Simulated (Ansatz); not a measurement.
```yaml
crystal:
  periodic: [false, false, false]
  atoms:
    - {symbol: O, position_ang: [-1.453679, -0.246636, -0.450717]}
    - {symbol: Sb, position_ang: [0.427586, 0.236455, -0.727074]}
    - {symbol: O, position_ang: [1.070649, 0.007406, 1.112193]}
    - {symbol: H, position_ang: [-1.641840, -1.131565, -0.773143]}
    - {symbol: H, position_ang: [0.072903, 1.879162, -0.421177]}
    - {symbol: H, position_ang: [1.566582, -0.808821, 1.213620]}
basis:
  gaussian: {orbitals: def2-TZVPP}
hamiltonian: {xc: {name: B2GP-PLYP}}
accuracy: high
scf: {lower_state_search: off}
kpoints: {mp_grid: {grid: [2, 2, 2]}}
```

```sh
$ ansatz run in.yaml --threads 2 --pin off --events-out ev --progress --plain --max-ram 4352MiB
```

Output, abridged:

```
Error: invalid value for `basis.gaussian`: such a run doesn't read kpoints; remove what it names
```

(1) What is wrong with this run?

Results:

(1) The input holds a key that doesn't belong there. The program refused the input.
